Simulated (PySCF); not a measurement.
C₂H₇OSi, multiplicity 2. Atoms are numbered in the order given.

```xyz
11

C      0.2180     0.7601    -1.5585
Si    -0.3850    -0.1087     0.0000
C      0.2180     0.7601     1.5585
O      0.3295    -1.6367     0.0000
H     -0.2269     1.7683    -1.6063
H      1.3146     0.8546    -1.5490
H     -0.0800     0.2115    -2.4651
H     -1.8772    -0.1753     0.0000
H      1.3146     0.8546     1.5490
H     -0.0800     0.2115     2.4651
H     -0.2269     1.7683     1.6063
```
Charge 0, spin multiplicity 2.

Geometry: B3LYP-D3(BJ)/def2-SVP. The geometry has at least one imaginary mode, so it is a saddle point at that level. The isomer is the one that the SMILES or the coordinates give; other isomers of the formula were not compared.

Method: r2SCAN/def2-TZVP (PySCF).

ESP charges are fitted to the potential on shells at 1.4 to 2.0 van der Waals radii. Atomic charges (e):

| atom | meta-Löwdin | Löwdin | Mulliken | ESP fit | Mulliken spin |
|---|---|---|---|---|---|
| C1 | -0.60 | -0.43 | -0.47 | (withheld) | 0.07 |
| Si2 | 1.00 | 0.15 | 0.55 | (withheld) | -0.04 |
| C3 | -0.60 | -0.43 | -0.47 | (withheld) | 0.07 |
| O4 | -0.49 | -0.04 | -0.34 | (withheld) | 0.91 |
| H5 | 0.14 | 0.14 | 0.13 | 0.18 | 0.01 |
| H6 | 0.14 | 0.13 | 0.13 | 0.20 | 0.00 |
| H7 | 0.14 | 0.13 | 0.14 | 0.21 | 0.00 |
| H8 | -0.14 | -0.04 | -0.07 | -0.22 | -0.01 |
| H9 | 0.14 | 0.13 | 0.13 | 0.20 | 0.00 |
| H10 | 0.14 | 0.13 | 0.14 | 0.21 | 0.00 |
| H11 | 0.14 | 0.14 | 0.13 | 0.18 | 0.01 |

Problem. Complete the blanks. (An estimate is asked for; the answer gives what the named calculation found.)

Solution. 
- C1, ESP fit: -0.76
- Si2, ESP fit: 0.98
- C3, ESP fit: -0.76
- O4, ESP fit: -0.41

Computed Mayer and Wiberg (Löwdin basis) orders of the bonds:
| bond | Mayer | Wiberg |
|---|---|---|
| C1–Si2 | 0.96 | 1.18 |
| Si2–C3 | 0.96 | 1.18 |
| Si2–O4 | 1.18 | 1.72 |
| C1–H5 | 0.94 | 0.89 |
| C1–H6 | 0.95 | 0.90 |
| C1–H7 | 0.95 | 0.90 |
| Si2–H8 | 0.94 | 0.90 |
| C3–H9 | 0.95 | 0.90 |
| C3–H10 | 0.95 | 0.90 |
| C3–H11 | 0.94 | 0.89 |
